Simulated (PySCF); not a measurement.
FIn, singlet, geometry from GFN2-xTB (such geometries of metal compounds can be far from the true shape) (core potentials on In); X3LYP/def2-SVP run with PySCF.

Here is a job for PySCF.
```python
from pyscf import gto, scf, dft

mol = gto.Mole()
mol.atom = '''
    In   -0.000000   -0.000000   -0.314215
    F     0.000000    0.000000    1.710724
'''
mol.basis = 'def2-svp'
mol.ecp = {'In': 'def2-svp'}
mol.charge = 0
mol.spin = 0
mol.verbose = 5
mol.build()

mf = dft.RKS(mol)
mf.xc = 'x3lyp'
mf.kernel()
mf.analyze()
```

What the program printed (banner, timings and long lists left out):

```
PySCF version 2.14.0

[INPUT] verbose = 5
[INPUT] max_memory = 4000
[INPUT] num. atoms = 2
[INPUT] num. electrons = 30
[INPUT] charge = 0
[INPUT] spin (= nelec alpha-beta = 2S) = 0
[INPUT] symmetry False subgroup None
[INPUT] Mole.unit = angstrom
[INPUT] Symbol           X                Y                Z      unit          X                Y                Z       unit  Magmom
[...]
[INPUT] ---------------- BASIS SET ----------------
[INPUT] l, kappa, [nprim/nctr], expnt,             c_1 c_2 ...
[INPUT] In
[...]
                                23.324282101      -0.090887432418
                                16.868026844      0.28096825177
                                6.7866498137      -0.70697832452
                                1.6782596016      0.98671644913
                                0.78396870439     0.62568576302
[...]
                                0.83753492534     -0.59696724334
[...]
                                8.8709038051      -0.324370293
                                1.1342905889      0.61162217018
                                0.52667652433     0.17609640386
[...]
                                18.290046326      -0.011208558948
                                3.255189459       0.30384519161
                                1.3874842584      0.54078109979
                                0.54248962672     0.38232680038
[...]
[INPUT] F
[...]
                                435.4193912       -0.039904258866
                                98.843328866      -0.17912768038
                                27.485198001      -0.46758090825
                                8.5405498171      -0.4465313102
[...]
                                4.9872339257      -0.23754317067
                                1.3491613954      -0.51287353587
[...]
nuclear repulsion = 49.3913608577246
number of shells = 16
number of NR pGTOs = 85
number of NR cGTOs = 40
basis = def2-svp
ecp = {'In': 'def2-svp'}

******** <class 'pyscf.dft.rks.RKS'> ********
method = RKS
initial guess = minao
damping factor = 0
level_shift factor = 0
DIIS = <class 'pyscf.scf.diis.CDIIS'>
diis_start_cycle = 1
diis_space = 8
diis_damp = 0
SCF conv_tol = 1e-09
SCF conv_tol_grad = None
SCF max_cycles = 50
direct_scf = True
direct_scf_tol = 1e-13
XC library pyscf.dft.libxc version 7.1.2
    S. Lehtola, C. Steigemann, M. J. T. Oliveira, and M. A. L. Marques,  SoftwareX 7, 1–5 (2018)
XC functionals = x3lyp
[...]
converged SCF energy = -289.929827083541
Total Energy =                        -289.929827083540658
[...]
0 In 7s          0.02214   0.00000   0.00000  -0.00051  -0.67207
0 In 4px         0.03825   0.00000  -0.00000  -0.98111  -0.00044
0 In 4py         0.00000  -0.74559   0.50055  -0.00000   0.00000
0 In 4pz        -0.00000   0.50055   0.74559   0.00000  -0.00000
0 In 5px        -0.00339  -0.00000   0.00000   0.09963   0.00027
0 In 5py        -0.00000   0.34482  -0.23149   0.00000  -0.00000
0 In 5pz         0.00000  -0.23149  -0.34482  -0.00000  -0.00000
0 In 6px         0.09987  -0.00000   0.00000   0.05921   0.00207
0 In 6py        -0.00000   0.08146  -0.05469   0.00000  -0.00000
0 In 6pz        -0.00000  -0.05469  -0.08146  -0.00000   0.00000
0 In 7px         0.02385  -0.00000  -0.00000   0.05739   0.00607
0 In 7py         0.00000   0.08655  -0.05811   0.00000  -0.00000
0 In 7pz        -0.00000  -0.05811  -0.08655  -0.00000   0.00000
0 In 4dxy        0.00000  -0.00006  -0.00009   0.00000  -0.00000
0 In 4dyz        0.00781   0.00000  -0.00000   0.00019  -0.00000
0 In 4dz^2      -0.00000  -0.00009   0.00006   0.00000  -0.00000
0 In 4dxz       -0.00000   0.00000   0.00000  -0.00000  -0.00000
0 In 4dx2-y2    -0.00000  -0.00000  -0.00000  -0.00000   0.00000
0 In 5dxy        0.00000   0.00485   0.00723   0.00000   0.00000
0 In 5dyz       -0.07970   0.00000  -0.00000  -0.09432  -0.00764
0 In 5dz^2      -0.00000   0.00723  -0.00485   0.00000  -0.00000
0 In 5dxz       -0.00000  -0.00000  -0.00000  -0.00000   0.00000
0 In 5dx2-y2     0.00000  -0.00000  -0.00000   0.00000   0.00000
1 F 1s          -0.00023   0.00000  -0.00000  -0.00405  -0.00002
1 F 2s          -0.00752  -0.00000   0.00000   0.05090   0.00376
1 F 3s           0.05834  -0.00000   0.00000   0.04912   0.00953
1 F 2px         -0.00000  -0.00709   0.00476  -0.00000  -0.00000
1 F 2py          0.00000  -0.00476  -0.00709  -0.00000  -0.00000
1 F 2pz         -0.01283  -0.00000   0.00000   0.05713  -0.00603
1 F 3px          0.00000   0.01179  -0.00792   0.00000  -0.00000
1 F 3py          0.00000   0.00792   0.01179   0.00000   0.00000
1 F 3pz         -0.06909   0.00000  -0.00000  -0.05571   0.00415
1 F 3dxy        -0.00000   0.00000   0.00000  -0.00000   0.00000
1 F 3dyz        -0.00000  -0.00799  -0.01190  -0.00000   0.00000
1 F 3dz^2        0.98607  -0.00000   0.00000   0.01780   0.00150
1 F 3dxz        -0.00000  -0.01190   0.00799  -0.00000   0.00000
1 F 3dx2-y2      0.00000  -0.00000   0.00000  -0.00000  -0.00000
Dipole moment(X, Y, Z, Debye): -0.00000, -0.00000, -3.00318
```
